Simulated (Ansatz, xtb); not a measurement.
**FHOSSi: which of two structures lies lower**

Structure X: a singlet given by its coordinates. Structure Y: `O=[Si](F)S`, a singlet. Both are isolated molecules in the gas phase, relaxed with r2SCAN-D4/def2-SVP; the shapes shown needn't be the lowest conformers.

X (Å):

```xyz
5

F     1.6842   -0.8013    0.7578
O     1.6189    0.6903   -1.6042
S     0.6504    1.9237   -0.5884
Si    0.8134   -0.1348   -0.4161
H    -0.2509   -1.0845   -0.7699
```

Close contacts (Å): F1–Si4 1.61, O2–S3 1.87, O2–Si4 1.66, S3–Si4 2.07, Si4–H5 1.47.

Y (Å):

| atom | x (Å) | y (Å) | z (Å) |
| --- | --- | --- | --- |
| F | 2.0250 | 1.5706 | 2.5742 |
| O | -0.0091 | 3.4691 | 2.9021 |
| S | 1.6431 | 3.0964 | 0.0992 |
| Si | 1.0672 | 2.7618 | 2.0835 |
| H | 0.7284 | 4.0839 | -0.0471 |

Problem. Estimate E(Y) − E(X) at the level CCSD(T)/def2-TZVPP.

Solution. Calculated at CCSD(T)/def2-TZVPP: E(Y) − E(X) = −30.2 kcal/mol, so structure Y lies lower.

How the difference moves with the method:

```csv
level,geometry,E(Y) − E(X) (kcal/mol),departure from the last row (kcal/mol),"job, with rough time for the two"
GFN2-xTB,GFN2-xTB,−34.8,−4.6,"optimisation, 0.3 s"
HF/STO-3G,GFN2-xTB,+2.7,+33.0,"single point, 0.28 s"
r2SCAN-D4/def2-SVP//GFN2-xTB,GFN2-xTB,−32.5,−2.3,"single point, 3.1 s"
r2SCAN-D4/def2-SVP,r2SCAN-D4/def2-SVP,−30.9,−0.7,"optimisation, 19 s"
HF/def2-TZVPP,r2SCAN-D4/def2-SVP,−31.6,−1.4,part of the CCSD(T) run
MP2/def2-TZVPP,r2SCAN-D4/def2-SVP,−33.0,−2.8,part of the CCSD(T) run
CCSD(T)/def2-TZVPP,r2SCAN-D4/def2-SVP,−30.2,,"single point, 64 s"
```

HF/STO-3G puts the two in the other order. The largest departure from CCSD(T)/def2-TZVPP is that of HF/STO-3G, 33.0 kcal/mol.

With harmonic frequencies from r2SCAN-D4/def2-SVP (ideal gas, rigid rotor, one conformer each, 298.15 K, 1 atm): on the last row, ΔE + ΔZPE = −30.2, ΔH = −29.9, ΔG = −30.6 kcal/mol.

The correlated steps freeze 12 core orbitals. Mirror images aren't counted in ΔG. Codes used: Ansatz 0.2.0, xtb 6.7.1; the last row on 1 thread of Intel(R) Xeon(R) Platinum 8488C (Sapphire Rapids) on a shared host.
